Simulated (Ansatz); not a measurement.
A series at W: from `[O]=[W]([OH])([OH])([OH])[Cl]`, ligands are replaced one by one, each step taking up H–F and setting free H₂O; n counts the steps. Ansatz, PBE0-D4/def2-TZVP geometries. Each molecule was computed in one conformer, which needn't be the lowest.

| n | molecule | HOMO energy, ωB97M-V/def2-TZVPP (eV) |
| --- | --- | --- |
| 0 | `[O]=[W]([OH])([OH])([OH])[Cl]` | -10.79 |
| 1 | `[O]=[W]([OH])([OH])([F])[Cl]` | -11.53 |
| 2 | `[O]=[W]([OH])([F])([F])[Cl]` | -11.80 |
| 3 | `[O]=[W]([F])([F])([F])[Cl]` | ? |

Q: By hand: fit a straight line y = ȳ + b (n − n̄) to the 3 given rows and predict n = 3.

A: n̄ = 1.000, ȳ = -11.373; Σ(n − n̄)(y − ȳ) = -1.010, Σ(n − n̄)² = 2.000, so b = -0.505 eV a step. Prediction: -11.373 + (-0.505) × (2.000) = -12.38 eV.

Q: By hand: compare with the computed value, -12.50 eV, and give the steps along the whole series.

A: The line misses by -0.12 eV (computed minus predicted). Steps: -0.74, -0.27, -0.70 eV.

The steps differ by up to 0.47 eV without a steady trend. The highest orbital can change its character along such a series. The miss is 7.0 % of the series' range.
